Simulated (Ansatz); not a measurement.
Born–Oppenheimer molecular dynamics of BClH5NOSi (10 atoms, charge 0, multiplicity 1). It starts from a relaxed structure.

Theory: RHF/STO-3G (Ansatz).

- ensemble: NVE (velocity Verlet)
- time step: 1 fs
- steps asked: 400
- starting velocities drawn for: 400 K
- seed: 432332

Frames 1 fs apart, positions in Å, forces in eV/Å.

Velocities at 160.0 fs (Å/ps):

```
N 2.49 0.70 2.62
Si -0.42 2.32 -2.06
Cl -0.09 0.42 0.68
B 2.88 0.15 -6.49
O -2.73 -1.28 2.99
H -3.06 5.13 7.21
H -7.89 -20.19 0.19
H 13.17 -12.79 -5.10
H -9.28 -8.77 24.26
H -0.39 -33.93 -7.26
```

```xyz
10
Properties=species:S:1:pos:R:3:forces:R:3 time_fs=160.0 energy_less_start_eV=0.205 T=212
N -1.386 -0.555 -1.101 0.15 -0.10 -0.14
Si -0.359 -0.649 0.288 -1.38 -1.03 -0.18
Cl 0.817 -2.405 0.279 0.08 -0.07 -0.14
B 0.870 0.792 0.712 0.94 1.37 0.15
O 1.216 1.749 -0.187 -1.47 -2.30 0.54
H -0.923 -0.314 -1.981 -0.34 -0.23 -0.01
H -2.112 -1.280 -1.264 1.00 0.68 0.23
H -1.261 -0.878 1.363 0.04 0.01 0.19
H 1.278 0.791 1.845 -0.28 0.27 -1.26
H 1.749 2.421 0.237 1.26 1.41 0.61
10
Properties=species:S:1:pos:R:3:forces:R:3 time_fs=161.0 energy_less_start_eV=0.292 T=141
N -1.384 -0.554 -1.099 -0.73 -0.78 -0.06
Si -0.360 -0.646 0.286 -1.07 -1.07 -0.21
Cl 0.817 -2.405 0.279 0.10 -0.06 -0.17
B 0.873 0.793 0.706 0.74 0.93 0.97
O 1.213 1.747 -0.183 -1.95 -2.83 -0.17
H -0.928 -0.310 -1.974 -0.17 -0.15 -0.34
H -2.115 -1.297 -1.263 1.56 1.28 0.34
H -1.248 -0.891 1.359 -0.13 0.03 0.36
H 1.267 0.784 1.863 -0.33 0.33 -1.80
H 1.754 2.394 0.233 1.97 2.31 1.08
10
Properties=species:S:1:pos:R:3:forces:R:3 time_fs=162.0 energy_less_start_eV=0.241 T=181
N -1.382 -0.554 -1.096 -0.85 -0.80 0.04
Si -0.361 -0.645 0.284 -0.78 -1.06 -0.17
Cl 0.817 -2.404 0.280 0.11 -0.05 -0.19
B 0.877 0.794 0.700 0.35 0.40 1.45
O 1.208 1.744 -0.180 -0.90 -1.44 0.05
H -0.934 -0.307 -1.970 -0.04 -0.06 -0.53
H -2.104 -1.302 -1.258 1.40 1.20 0.30
H -1.236 -0.903 1.358 -0.26 0.06 0.45
H 1.253 0.779 1.864 -0.23 0.36 -1.84
H 1.779 2.389 0.239 1.18 1.41 0.45
10
Properties=species:S:1:pos:R:3:forces:R:3 time_fs=163.0 energy_less_start_eV=0.167 T=244
N -1.380 -0.554 -1.094 -0.18 -0.11 0.01
Si -0.362 -0.643 0.281 -0.55 -1.01 -0.02
Cl 0.817 -2.404 0.281 0.12 -0.04 -0.22
B 0.881 0.796 0.696 -0.17 -0.15 1.51
O 1.204 1.739 -0.177 0.85 0.69 0.60
H -0.941 -0.305 -1.971 -0.02 -0.03 -0.45
H -2.078 -1.295 -1.251 0.57 0.42 0.13
H -1.226 -0.915 1.362 -0.29 0.10 0.42
H 1.237 0.778 1.848 0.01 0.35 -1.39
H 1.815 2.397 0.249 -0.34 -0.21 -0.60
10
Properties=species:S:1:pos:R:3:forces:R:3 time_fs=164.0 energy_less_start_eV=0.199 T=218
N -1.379 -0.555 -1.091 0.93 1.04 -0.14
Si -0.364 -0.642 0.279 -0.38 -0.96 0.25
Cl 0.817 -2.404 0.281 0.12 -0.04 -0.25
B 0.885 0.798 0.693 -0.77 -0.64 1.08
O 1.199 1.735 -0.174 2.16 2.23 0.77
H -0.947 -0.304 -1.977 -0.08 -0.03 -0.15
H -2.048 -1.284 -1.242 -0.65 -0.79 -0.11
H -1.219 -0.926 1.370 -0.24 0.17 0.28
H 1.221 0.781 1.818 0.37 0.32 -0.46
H 1.847 2.404 0.254 -1.46 -1.30 -1.26
10
Properties=species:S:1:pos:R:3:forces:R:3 time_fs=165.0 energy_less_start_eV=0.271 T=157
N -1.377 -0.555 -1.089 1.64 1.87 -0.40
Si -0.365 -0.641 0.277 -0.25 -0.93 0.61
Cl 0.817 -2.403 0.281 0.13 -0.03 -0.27
B 0.889 0.799 0.691 -1.37 -1.00 0.26
O 1.196 1.732 -0.170 2.62 2.79 0.44
H -0.955 -0.302 -1.984 -0.13 -0.04 0.16
H -2.023 -1.281 -1.235 -1.50 -1.66 -0.28
H -1.215 -0.935 1.380 -0.15 0.24 0.06
H 1.209 0.786 1.784 0.77 0.26 0.77
H 1.866 2.398 0.247 -1.78 -1.50 -1.34
10
Properties=species:S:1:pos:R:3:forces:R:3 time_fs=166.0 energy_less_start_eV=0.269 T=154
N -1.374 -0.553 -1.086 1.17 1.54 -0.72
Si -0.367 -0.641 0.275 -0.11 -0.91 1.02
Cl 0.817 -2.403 0.282 0.13 -0.03 -0.29
B 0.891 0.800 0.689 -1.81 -1.21 -0.51
O 1.195 1.731 -0.166 2.12 2.34 -0.33
H -0.964 -0.301 -1.989 -0.09 -0.03 0.29
H -2.013 -1.293 -1.230 -1.28 -1.39 -0.23
H -1.212 -0.943 1.391 -0.04 0.31 -0.17
H 1.204 0.794 1.756 1.10 0.20 1.81
H 1.868 2.377 0.227 -1.19 -0.82 -0.87
10
Properties=species:S:1:pos:R:3:forces:R:3 time_fs=167.0 energy_less_start_eV=0.243 T=173
N -1.370 -0.551 -1.085 -0.17 0.26 -0.99
Si -0.369 -0.641 0.274 0.05 -0.91 1.39
Cl 0.817 -2.403 0.282 0.13 -0.03 -0.30
B 0.892 0.799 0.687 -1.91 -1.24 -0.61
O 1.194 1.731 -0.162 0.70 1.00 -1.39
H -0.974 -0.300 -1.992 0.03 0.02 0.19
H -2.015 -1.319 -1.227 -0.26 -0.19 -0.02
H -1.209 -0.947 1.400 0.03 0.36 -0.36
H 1.210 0.804 1.747 1.17 0.14 2.06
H 1.858 2.349 0.198 0.23 0.59 0.02
10
Properties=species:S:1:pos:R:3:forces:R:3 time_fs=168.0 energy_less_start_eV=0.280 T=144
N -1.366 -0.548 -1.084 -1.47 -1.02 -1.09
Si -0.370 -0.641 0.272 0.20 -0.92 1.63
Cl 0.817 -2.402 0.282 0.13 -0.02 -0.31
B 0.891 0.797 0.684 -1.58 -1.09 0.17
O 1.195 1.732 -0.159 -0.90 -0.46 -2.35
H -0.983 -0.299 -1.992 0.18 0.08 -0.01
H -2.020 -1.347 -1.225 0.70 1.01 0.16
H -1.206 -0.947 1.406 0.04 0.37 -0.44
H 1.227 0.815 1.757 0.92 0.04 1.36
H 1.850 2.326 0.170 1.78 2.01 0.88
10
Properties=species:S:1:pos:R:3:forces:R:3 time_fs=169.0 energy_less_start_eV=0.285 T=142
N -1.363 -0.546 -1.083 -2.13 -1.70 -1.07
Si -0.372 -0.642 0.272 0.35 -0.89 1.71
Cl 0.817 -2.402 0.282 0.12 -0.02 -0.31
B 0.888 0.794 0.682 -0.94 -0.79 1.40
O 1.194 1.733 -0.157 -1.18 -0.66 -2.54
H -0.991 -0.298 -1.993 0.29 0.13 -0.16
H -2.018 -1.365 -1.221 1.13 1.61 0.21
H -1.202 -0.944 1.407 -0.01 0.34 -0.42
H 1.252 0.827 1.780 0.45 -0.09 0.17
H 1.860 2.323 0.150 1.93 2.07 1.00
10
Properties=species:S:1:pos:R:3:forces:R:3 time_fs=170.0 energy_less_start_eV=0.232 T=184
N -1.362 -0.545 -1.084 -2.00 -1.58 -1.03
Si -0.374 -0.642 0.272 0.49 -0.83 1.63
Cl 0.818 -2.402 0.282 0.10 -0.01 -0.31
B 0.885 0.791 0.681 -0.20 -0.38 2.49
O 1.193 1.733 -0.157 0.11 0.52 -2.00
H -0.995 -0.295 -1.996 0.30 0.13 -0.14
H -2.005 -1.368 -1.214 0.93 1.45 0.12
H -1.199 -0.938 1.405 -0.13 0.28 -0.30
H 1.282 0.838 1.805 -0.04 -0.25 -0.91
H 1.888 2.340 0.139 0.44 0.67 0.44
10
Properties=species:S:1:pos:R:3:forces:R:3 time_fs=171.0 energy_less_start_eV=0.246 T=172
N -1.362 -0.545 -1.085 -1.16 -0.68 -0.96
Si -0.375 -0.644 0.273 0.61 -0.73 1.42
Cl 0.818 -2.401 0.282 0.08 0.00 -0.30
B 0.881 0.787 0.681 0.48 0.12 3.03
O 1.192 1.734 -0.158 1.52 1.72 -1.35
H -0.997 -0.290 -2.000 0.24 0.08 0.04
H -1.983 -1.356 -1.207 0.14 0.53 -0.08
H -1.197 -0.929 1.399 -0.27 0.19 -0.11
H 1.312 0.846 1.821 -0.43 -0.39 -1.57
H 1.920 2.362 0.133 -1.21 -0.85 -0.12
```

Of the whole run (400 fs, mean temperature of the second half 199 K): The conserved energy stayed within 2.6 meV per atom of its start (net change 1.4 meV per atom), so the integration is sound. The temperature averaged 0.50 of the 400 K drawn at the start: a run that starts near a minimum puts about half its kinetic energy into the potential. A run of 0.4 ps of so small a system gives no equilibrium averages. Limits of this set-up: minimal basis.

Time of the run: 4.3 min on 1 thread of Arm Neoverse V1, with other jobs on the host, peak memory 0.084 GiB.
